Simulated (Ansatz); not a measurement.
Consider the atomization: `FC(F)(F)Cc1ccccc1` → 8 C• + 3 F• + 7 H•.

Gas-phase electronic energies from Ansatz, PBE0-D4/def2-TZVP geometries. CCSD(T)/CBS is the MP2 limit (def2-TZVPP, def2-QZVPP) plus CCSD(T) − MP2 in def2-TZVPP, frozen cores. This one scheme is used for every species, atoms too. Functionals use def2-TZVPP. B3LYP here is the variant with VWN-RPA as its local correlation; programs differ in this. HSE06 is defined as in plane-wave codes. No spin–orbit coupling; open shells (•) take unrestricted orbitals. Spin–orbit coupling would lower the free atoms: a little for C, F. Each species was taken in one conformer, which may not be the lowest.

| level | ΔE (eV) | difference from CCSD(T)/CBS |
| --- | --- | --- |
| BLYP-D4 | 87.21 | 0.43 |
| PBE0-D4 | 88.39 | 1.61 |
| B3LYP-D4 | 86.96 | 0.18 |
| r2SCANh-D4 | 87.08 | 0.30 |
| r2SCAN0-D4 | 86.11 | -0.67 |
| HSE06-D4 | 88.47 | 1.69 |
| CAM-B3LYP-D4 | 87.48 | 0.70 |
| ωB97M-V | 87.32 | 0.54 |
| B2PLYP | 86.27 | -0.51 |
| r2SCAN | 87.62 | 0.84 |
| r2SCANh | 86.94 | 0.16 |
| HSE06 | 88.06 | 1.28 |
| CCSD/def2-SVP | 82.60 | -4.18 |
| CCSD(T)/def2-SVP | 83.81 | -2.97 |
| HF/def2-QZVPP | 63.59 | -23.19 |
| HF/CBS(def2) | 63.60 | -23.18 |
| CCSD(T)/CBS | 86.78 | 0 |

Largest T1 diagnostic among the species: 0.011.

From r2SCAN to r2SCAN0 (25 % exact exchange), in def2-TZVPP and without D4, ΔE moves by −1.67 eV: exact exchange takes away binding that semilocal exchange gives to molecules. In def2-TZVPP, CCSD(T) changes the Hartree–Fock value by +21.20 eV (the triples alone add +1.70 eV) and MP2 by +24.11 eV; breaking electron pairs costs correlation energy, which Hartree–Fock lacks. The D4 term adds +0.81 eV with B3LYP and +0.43 eV with PBE0; it sums over pairs of atoms, weighted by their polarisabilities, and B3LYP, whose exchange is more repulsive, gets the larger term.

For atomizations the MP2-based limit and the directly extrapolated one differ by several kJ/mol either way, and by 10 to 25 for some Ge, Se and Sn compounds, so smaller differences from it don't rank the levels.
